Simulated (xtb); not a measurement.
xtb input (GFN1-xTB):

```bash
xtb mol.xyz --gfn 1 --opt tight --chrg 0 --uhf 0
```
mol.xyz:
```
17

Mo    -0.00000000     0.00000000     0.00000000
C     -0.27367421    -0.96760989     1.82095601
C     -0.20742406     2.06479699     0.14365211
C     -1.43797344    -0.51498018    -1.41211723
C      1.91907170    -0.58220691    -0.55249089
H      0.35684770    -0.64220750     2.65430449
H     -0.31986707    -2.06090173     1.79874185
H     -1.29677551    -0.58141395     1.98979673
H      0.06064164     2.65208822    -0.74017145
H      0.58895563     2.19565972     0.90064954
H     -1.14521288     2.44014395     0.56505579
H     -1.22150052    -1.59985920    -1.38828922
H     -2.48497242    -0.36858615    -1.12878670
H     -1.27911790    -0.15664188    -2.43401393
H      2.06748309    -1.64129458    -0.78534635
H      2.74419785    -0.22260035     0.07021630
H      1.92932040    -0.01438657    -1.50215704
```

End of the output:

```
     X       Y       Z
  -0.0000  -0.0000   0.0000  total (Debye):    0.000

           -------------------------------------------------
          |                Geometry Summary                 |
           -------------------------------------------------

      molecular mass/u    :      156.0980211
   center of mass at/Å    :       -0.0000000      -0.0000000       0.0000000
  moments of inertia/u·Å² :        0.2051133E+03   0.2051133E+03   0.2075717E+03
rotational constants/cm⁻¹ :        0.8218694E-01   0.8218694E-01   0.8121354E-01

 * 12 selected distances

     #   Z          #   Z                                           value/Å
     2   6 C        6   1 H                                       1.0966670
     2   6 C        7   1 H                                       1.0966670 (min)
     2   6 C        8   1 H                                       1.0969583
     3   6 C        9   1 H                                       1.0966670
     3   6 C       10   1 H                                       1.0969583
     3   6 C       11   1 H                                       1.0966670
     4   6 C       12   1 H                                       1.0969583
     4   6 C       13   1 H                                       1.0966670
     4   6 C       14   1 H                                       1.0966670
     5   6 C       15   1 H                                       1.0966670
     5   6 C       16   1 H                                       1.0966670
     5   6 C       17   1 H                                       1.0969583 (max)

 * 1 distinct bonds (by element types)

   Z      Z             #   av. dist./Å        max./Å        min./Å
   1 H    6 C          12     1.0967641     1.0969583     1.0966670

optimized geometry written to: xtbopt.xyz

           -------------------------------------------------
          | TOTAL ENERGY              -16.877241895153 Eh   |
          | GRADIENT NORM               0.000245591554 Eh/α |
          | HOMO-LUMO GAP               0.005110247566 eV   |
           -------------------------------------------------

------------------------------------------------------------------------
------------------------------------------------------------------------
 total:
 SCF:
 ANC optimizer:
```

This is an excited singlet: at this geometry the triplet lies 0.62 eV lower at RI-MP2/CBS(def2-TZVPPD,def2-QZVPPD)+[CCSD(T)-MP2]/def2-TZVPPD.
